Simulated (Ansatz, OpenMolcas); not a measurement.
# How methods differ on GeSiH4F2 (SMILES F[SiH](F)[GeH3])

GeSiH4F2 has 8 atoms, charge 0, and is taken as a singlet. As SMILES, `F[SiH](F)[GeH3]`. The coordinates come from a PBE0-D4/def2-TZVP relaxation.

```tsv
atom	x (Å)	y (Å)	z (Å)
F	1.3018	-1.4186	1.1974
Si	1.1399	-0.1266	0.2809
F	1.9831	-0.3864	-1.0447
Ge	-1.1515	0.1644	-0.2813
H	1.7765	1.0042	0.9949
H	-1.9700	0.3896	0.9988
H	-1.6823	-1.0766	-1.0112
H	-1.3055	1.3929	-1.1904
```

Quantity: the energy change with the Si2–F3 bond stretched from 1.592 to 1.831 Å, in eV. The values are calculated.

```json
{"level": "SVWN5/def2-SVP (restricted)", "kind": "LDA", "program": "Ansatz", "value (eV)": "0.55", "CPU time (all runs)": "3.7 s"}
{"level": "M06-2X/def2-SVP (restricted)", "kind": "hybrid meta-GGA", "program": "OpenMolcas", "value (eV)": "0.58", "CPU time (all runs)": "65 s"}
{"level": "r2SCAN0/def2-SVP (restricted)", "kind": "hybrid meta-GGA", "program": "Ansatz", "value (eV)": "0.59", "CPU time (all runs)": "12 s"}
{"level": "HSE06/def2-SVP (restricted)", "kind": "range-separated hybrid", "program": "Ansatz", "value (eV)": "0.53", "CPU time (all runs)": "7.2 s"}
{"level": "wB97X/def2-SVP (restricted)", "kind": "range-separated hybrid", "program": "Ansatz", "value (eV)": "0.53", "CPU time (all runs)": "24 s"}
{"level": "RPA@PBE/def2-SVP (restricted)", "kind": "RPA", "program": "Ansatz", "value (eV)": "0.46", "CPU time (all runs)": "12 s"}
{"level": "RPA@PBE0/def2-SVP (restricted)", "kind": "RPA", "program": "Ansatz", "value (eV)": "0.49", "CPU time (all runs)": "13 s"}
{"level": "CCSD/def2-SVP (restricted)", "kind": "coupled cluster or CI", "program": "Ansatz", "value (eV)": "0.53", "CPU time (all runs)": "22 s"}
```

All-electron rows without a relativistic Hamiltonian named are non-relativistic. The first shape isn't each level's own minimum. The values span 0.46 to 0.59 eV. In the correlated wave-function rows the outer d shell of Ge is correlated, in sets not made for it. Times are those of the runs behind each value, whatever else they computed, on shared processors of several kinds: orders of magnitude only.
